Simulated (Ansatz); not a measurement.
System: SnI4, net charge 0, singlet state. 
Coordinates optimised at B3LYP-D3(BJ)/def2-TZVP (Ansatz, a first-principles code):
```xyz
5

I     -1.5854    -0.6112    -2.0877
Sn     0.0000     0.0000     0.0000
I      0.5479     2.6352    -0.0307
I      2.2948    -1.3957    -0.1772
I     -1.2573    -0.6283     2.2956
```
Charge 0, spin multiplicity 1.

Parts of the frozen-core correlation energy in STO-3G (Ansatz, hartree). Frozen orbitals: 115; correlated occupied orbitals by spin: 16 and 16; virtual: 4 and 4. Spin-orbit coupling is left out. In def2 rows, elements after Kr have scalar-relativistic effective core potentials. STO-3G rows are all-electron and non-relativistic.

```json
[
 {"term": "reference (HF)", "value": "-33366.35818"},
 {"term": "MP2 opposite-spin", "value": "-0.03066"},
 {"term": "MP2 same-spin", "value": "-0.00544"},
 {"term": "CCSD correlation", "value": "-0.04596"},
 {"term": "(T)", "value": "-0.00112"},
 {"term": "T1 diagnostic", "value": "0.006"},
 {"term": "largest doubles amplitude", "value": "0.043"}
]
```
